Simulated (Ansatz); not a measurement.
All values below come from frozen-core CCSD(T)/def2-TZVPP // PBE0-D4/def2-TZVP in Ansatz (an electronic-structure program).

Ansatz 0.2 input:
```yaml
crystal:
  periodic: [false, false, false]
  atoms:
    - { symbol: O, position_ang: [-1.315932, -0.19293, -0.212661] }
    - { symbol: Si, position_ang: [0.239782, 0.30063, -0.119478] }
    - { symbol: I, position_ang: [1.433702, -0.858706, 1.673283] }
    - { symbol: H, position_ang: [-1.49146, -1.131487, -0.298707] }
    - { symbol: H, position_ang: [0.201366, 1.742274, 0.191954] }
    - { symbol: H, position_ang: [0.99984, 0.016331, -1.359369] }
basis:
  gaussian: { orbitals: def2-TZVPP }
correlation:
  method: ccsd_t
```

Output:

```
Functional definition: HF
1153 factors; integrals over basis functions are off by at most 1.0e-3 eV
mean field evaluation 1: about -18020.6418 eV, gradient 3.5e1 eV
mean field evaluation 2: about -18020.7680 eV, gradient 3.6e1 eV
mean field evaluation 4: about -18023.1906 eV, gradient 2.5e0 eV
mean field evaluation 8: about -18023.2248 eV, gradient 1.7e-1 eV
mean field evaluation 16: about -18022.1563 eV, gradient 2.4e1 eV
mean field -18023.22499316 eV, -662.3413019180 hartree, gradient 2.0e-6 eV, S^2 0.000000; 0 other end points of the search recorded, 0 dependent functions left out
10 core orbitals not correlated
reference -18023.22499316 eV, -662.3413019180 hartree; 15, 15 occupied and 140, 140 virtual orbitals, 1153 factors
second order -23.44138026 eV of doubles, -0.00000000 eV of singles
cycle   1  -22.51066430 eV  change    9.3e-1 eV  update   9.3e-2
cycle   2  -23.05851284 eV  change   -5.5e-1 eV  update   2.6e-2
cycle   3  -23.13701216 eV  change   -7.8e-2 eV  update   1.2e-2
cycle   4  -23.11573189 eV  change    2.1e-2 eV  update   2.7e-3
cycle   5  -23.11559728 eV  change    1.3e-4 eV  update   1.3e-3
cycle   6  -23.11651750 eV  change   -9.2e-4 eV  update   3.5e-4
cycle   7  -23.11624262 eV  change    2.7e-4 eV  update   1.5e-4
cycle   8  -23.11615845 eV  change    8.4e-5 eV  update   4.3e-5
cycle   9  -23.11618703 eV  change   -2.9e-5 eV  update   1.6e-5
perturbative correction -0.63070144 eV, -0.0231778504 hartree
Total energy: -18046.97188163 eV, -663.2139839731 hartree
```

Cost: about 110 core-seconds (a rough figure).
